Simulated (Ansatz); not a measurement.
BSiH3O2 (SMILES B[Si](=O)O), singlet: a relaxation.

in.yaml

```yaml
crystal:
  periodic: [false, false, false]
  atoms:
    - {symbol: B, position_ang: [-0.917957, 0.988964, -0.017496]}
    - {symbol: Si, position_ang: [0.580269, -0.106141, 0.440902]}
    - {symbol: O, position_ang: [1.546215, -0.279485, 1.464987]}
    - {symbol: O, position_ang: [0.550685, -1.395358, -0.779920]}
    - {symbol: H, position_ang: [-0.746469, 1.990858, -0.759144]}
    - {symbol: H, position_ang: [-1.976277, 0.932109, 0.549796]}
    - {symbol: H, position_ang: [1.135453, -2.175761, -0.924601]}
basis:
  gaussian: {orbitals: STO-3G}
hamiltonian: {xc: {name: BHLYP}, dispersion: d4}
relax: {f_tol: 0.002, max_steps: 30, max_displacement: 0.05}
```

Launched with

```bash
ansatz run in.yaml --threads 2 --pin off --events-out ev --progress --plain --max-ram 3481MiB
```

Output of Ansatz 0.2.0:

```
Functional definition: BHLYP
  name "BHLYP"
  cite "Becke, J. Chem. Phys. 98, 1372 (1993) doi:10.1063/1.464304"
  cite "Becke, Phys. Rev. A 38, 3098 (1988) doi:10.1103/PhysRevA.38.3098"
  cite "Lee, Yang & Parr, Phys. Rev. B 37, 785 (1988) doi:10.1103/PhysRevB.37.785"
  parameter a = 0.5
  exchange = (1 - a)*b88_x + a*exact_x
  correlation = lyp_c
381 factors; integrals over basis functions are off by at most 8.9e-6 eV
mean field evaluation 1: about -12527.5118 eV, gradient 4.0e1 eV
mean field evaluation 2: about -12461.2655 eV, gradient 1.4e2 eV
mean field evaluation 4: about -12534.0361 eV, gradient 5.2e0 eV
mean field evaluation 8: about -12534.1395 eV, gradient 2.2e-1 eV
mean field evaluation 16: about -12534.1402 eV, gradient 2.6e-5 eV
mean field -12534.14018169 eV, -460.6211557317 hartree, gradient 2.6e-5 eV, S^2 0.000000; 0 other end points of the search recorded, 0 dependent functions left out
the calculation of the forces begins
reference -12534.14029077 eV, -460.6211597405 hartree; 19, 19 occupied and 8, 8 virtual orbitals, 381 factors
relax step   1: F+E_penalty+E_count = -12534.29993578 eV  Δ(F+E_penalty+E_count) = +0.000e0 eV  max|allowed force component| = 8.955e0 eV/Å  Δτ_max = 0.0000 Å  (25 SCF iters, accepted)
relax step   2: F+E_penalty+E_count = -12535.18110450 eV  Δ(F+E_penalty+E_count) = -8.812e-1 eV  max|allowed force component| = 4.480e0 eV/Å  Δτ_max = 0.0479 Å  (29 SCF iters, accepted)
relax step   3: F+E_penalty+E_count = -12535.52993679 eV  Δ(F+E_penalty+E_count) = -3.488e-1 eV  max|allowed force component| = 1.280e0 eV/Å  Δτ_max = 0.0494 Å  (27 SCF iters, accepted)
relax step   4: F+E_penalty+E_count = -12535.64920353 eV  Δ(F+E_penalty+E_count) = -1.193e-1 eV  max|allowed force component| = 6.979e-1 eV/Å  Δτ_max = 0.0487 Å  (28 SCF iters, accepted)
relax step   5: F+E_penalty+E_count = -12535.70152385 eV  Δ(F+E_penalty+E_count) = -5.232e-2 eV  max|allowed force component| = 4.135e-1 eV/Å  Δτ_max = 0.0493 Å  (28 SCF iters, accepted)
relax step   6: F+E_penalty+E_count = -12535.72143880 eV  Δ(F+E_penalty+E_count) = -1.991e-2 eV  max|allowed force component| = 4.039e-1 eV/Å  Δτ_max = 0.0500 Å  (28 SCF iters, accepted)
relax step   7: F+E_penalty+E_count = -12535.73336969 eV  Δ(F+E_penalty+E_count) = -1.193e-2 eV  max|allowed force component| = 2.369e-1 eV/Å  Δτ_max = 0.0500 Å  (29 SCF iters, accepted)
relax step   8: F+E_penalty+E_count = -12535.73516595 eV  Δ(F+E_penalty+E_count) = -1.796e-3 eV  max|allowed force component| = 1.666e-1 eV/Å  Δτ_max = 0.0487 Å  (29 SCF iters, accepted)
relax step   9: F+E_penalty+E_count = -12535.73926212 eV  Δ(F+E_penalty+E_count) = -4.096e-3 eV  max|allowed force component| = 1.083e-1 eV/Å  Δτ_max = 0.0500 Å  (29 SCF iters, accepted)
relax step  10: F+E_penalty+E_count = -12535.74285472 eV  Δ(F+E_penalty+E_count) = -3.593e-3 eV  max|allowed force component| = 8.198e-2 eV/Å  Δτ_max = 0.0491 Å  (29 SCF iters, accepted)
relax step  11: F+E_penalty+E_count = -12535.74656493 eV  Δ(F+E_penalty+E_count) = -3.710e-3 eV  max|allowed force component| = 1.155e-1 eV/Å  Δτ_max = 0.0488 Å  (29 SCF iters, accepted)
relax step  12: F+E_penalty+E_count = -12535.75113676 eV  Δ(F+E_penalty+E_count) = -4.572e-3 eV  max|allowed force component| = 5.562e-2 eV/Å  Δτ_max = 0.0488 Å  (30 SCF iters, accepted)
relax step  13: F+E_penalty+E_count = -12535.75574503 eV  Δ(F+E_penalty+E_count) = -4.608e-3 eV  max|allowed force component| = 7.489e-2 eV/Å  Δτ_max = 0.0487 Å  (29 SCF iters, accepted)
relax step  14: F+E_penalty+E_count = -12535.76051377 eV  Δ(F+E_penalty+E_count) = -4.769e-3 eV  max|allowed force component| = 7.475e-2 eV/Å  Δτ_max = 0.0479 Å  (29 SCF iters, accepted)
relax step  15: F+E_penalty+E_count = -12535.76463577 eV  Δ(F+E_penalty+E_count) = -4.122e-3 eV  max|allowed force component| = 8.645e-2 eV/Å  Δτ_max = 0.0487 Å  (28 SCF iters, accepted)
relax step  16: F+E_penalty+E_count = -12535.76923261 eV  Δ(F+E_penalty+E_count) = -4.597e-3 eV  max|allowed force component| = 1.024e-1 eV/Å  Δτ_max = 0.0488 Å  (30 SCF iters, accepted)
relax step  17: F+E_penalty+E_count = -12535.77489067 eV  Δ(F+E_penalty+E_count) = -5.658e-3 eV  max|allowed force component| = 1.081e-1 eV/Å  Δτ_max = 0.0500 Å  (29 SCF iters, accepted)
relax step  18: F+E_penalty+E_count = -12535.78064082 eV  Δ(F+E_penalty+E_count) = -5.750e-3 eV  max|allowed force component| = 9.684e-2 eV/Å  Δτ_max = 0.0498 Å  (28 SCF iters, accepted)
relax step  19: F+E_penalty+E_count = -12535.78617849 eV  Δ(F+E_penalty+E_count) = -5.538e-3 eV  max|allowed force component| = 8.692e-2 eV/Å  Δτ_max = 0.0483 Å  (29 SCF iters, accepted)
relax step  20: F+E_penalty+E_count = -12535.79159808 eV  Δ(F+E_penalty+E_count) = -5.420e-3 eV  max|allowed force component| = 6.814e-2 eV/Å  Δτ_max = 0.0481 Å  (28 SCF iters, accepted)
relax step  21: F+E_penalty+E_count = -12535.79671645 eV  Δ(F+E_penalty+E_count) = -5.118e-3 eV  max|allowed force component| = 4.075e-2 eV/Å  Δτ_max = 0.0488 Å  (30 SCF iters, accepted)
relax step  22: F+E_penalty+E_count = -12535.80135440 eV  Δ(F+E_penalty+E_count) = -4.638e-3 eV  max|allowed force component| = 4.258e-2 eV/Å  Δτ_max = 0.0487 Å  (28 SCF iters, accepted)
relax step  23: F+E_penalty+E_count = -12535.80245005 eV  Δ(F+E_penalty+E_count) = -1.096e-3 eV  max|allowed force component| = 1.644e-1 eV/Å  Δτ_max = 0.0488 Å  (31 SCF iters, accepted)
relax step  24: F+E_penalty+E_count = -12535.80692868 eV  Δ(F+E_penalty+E_count) = -4.479e-3 eV  max|allowed force component| = 1.588e-1 eV/Å  Δτ_max = 0.0500 Å  (29 SCF iters, accepted)
relax step  25: F+E_penalty+E_count = -12535.81124815 eV  Δ(F+E_penalty+E_count) = -4.319e-3 eV  max|allowed force component| = 6.812e-2 eV/Å  Δτ_max = 0.0499 Å  (29 SCF iters, accepted)
relax step  26: F+E_penalty+E_count = -12535.81396267 eV  Δ(F+E_penalty+E_count) = -2.715e-3 eV  max|allowed force component| = 5.529e-2 eV/Å  Δτ_max = 0.0490 Å  (29 SCF iters, accepted)
relax step  27: F+E_penalty+E_count = -12535.81585686 eV  Δ(F+E_penalty+E_count) = -1.894e-3 eV  max|allowed force component| = 4.113e-2 eV/Å  Δτ_max = 0.0499 Å  (28 SCF iters, accepted)
relax step  28: F+E_penalty+E_count = -12535.81687697 eV  Δ(F+E_penalty+E_count) = -1.020e-3 eV  max|allowed force component| = 4.406e-2 eV/Å  Δτ_max = 0.0499 Å  (28 SCF iters, accepted)
relax step  29: F+E_penalty+E_count = -12535.81608687 eV  Δ(F+E_penalty+E_count) = +7.901e-4 eV  max|allowed force component| = 1.635e-1 eV/Å  Δτ_max = 0.0499 Å  (29 SCF iters, rejected (line search))
relax step  30: F+E_penalty+E_count = -12535.81713678 eV  Δ(F+E_penalty+E_count) = -2.598e-4 eV  max|allowed force component| = 2.525e-2 eV/Å  Δτ_max = 0.0250 Å  (29 SCF iters, accepted)
Error: geometry relaxation did not converge after 30 steps: max|allowed force component| = 2.52e-2 eV/Å (threshold 2.0e-3). Raise `relax.max_steps` over both its present limit and 30, loosen `relax.f_tol`, or start from a geometry closer to equilibrium. Where this run's directory can be resumed (`checkpoint.write`), a resume goes on for up to `relax.max_steps` more

[the SCF lines of later steps are left out]
```

The lines “mean field evaluation” count trial sets of orbitals through the whole run, from several starts and some on an approximate energy, so they need not fall steadily or lie above the final value.

The run took about 26 s on 2 CPU threads of an Intel Xeon Platinum 8259CL (shared host).


The run did not converge within its limit.